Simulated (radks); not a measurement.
All-electron atom: Nb I in [Kr] 4d4.5 5s0.5 (fractional occupations, a model configuration).

Calculated with a radial shooting solver on a logarithmic mesh with Libxc functionals: scalar-relativistic Kohn-Sham, SCAN, spin-polarised, spherical densities, finite nucleus; open shells are filled with parallel spins first (spin-orbit coupling, left out, can overturn this in heavy ions); meta-GGA in the generalised Kohn-Sham scheme; Fermi nuclear charge, rms radius 4.324 fm.

Energy parts (hartree):
| part | energy |
|---|---|
| total | -3820.55803 |
| kinetic | 3933.82922 |
| electron-nucleus | -9206.24542 |
| Hartree | 1571.51747 |
| exchange-correlation | -119.65930 |

Orbitals (lengths in bohr, moments of r in powers of bohr; <r^-3> diverges for s and p1/2; r(max) is where P^2 peaks):
orbital  occ.  eigenvalue (hartree)   r(max)     <r^2>      <r^4>  <r^-3>
1s down     1             -692.6779  0.02349  0.001758  8.004e-06       -
1s up       1             -692.6776  0.02349  0.001758  8.004e-06       -
2s up       1             -97.31245   0.1330   0.02941   0.001492       -
2s down     1             -97.29742   0.1330   0.02940   0.001492       -
2p up       3             -86.77086   0.1065   0.02319   0.001074    2347
2p down     3             -86.75959   0.1065   0.02319   0.001073    2347
3s up       1             -16.38079   0.3949    0.2239    0.07786       -
3s down     1             -16.37435   0.3950    0.2240    0.07787       -
3p up       3             -12.89938   0.3891    0.2307    0.08724   385.2
3p down     3             -12.89141   0.3892    0.2307    0.08718   384.8
3d up       5              -7.24187   0.3353    0.2262     0.1006   50.46
3d down     5              -7.22750   0.3355    0.2260     0.1001   50.42
4s up       1              -2.18971    1.040     1.552      3.684       -
4s down     1              -2.09989    1.030     1.524      3.544       -
4p up       3              -1.29370    1.132     1.993      6.480   49.97
4p down     3              -1.18767    1.118     1.931      6.007   52.24
5s up     0.5              -0.16338    3.006     14.71      350.4       -
4d up     4.5              -0.11555    1.513     6.422      98.36   2.628

The highest occupied level is 4d up at -3.144 eV. Summed over all electrons, <r^2> = 55.40 bohr^2, which gives a Langevin (diamagnetic) susceptibility term of -43.9 x 10^-6 cm^3/mol. Spin moment in Bohr magnetons: 5.
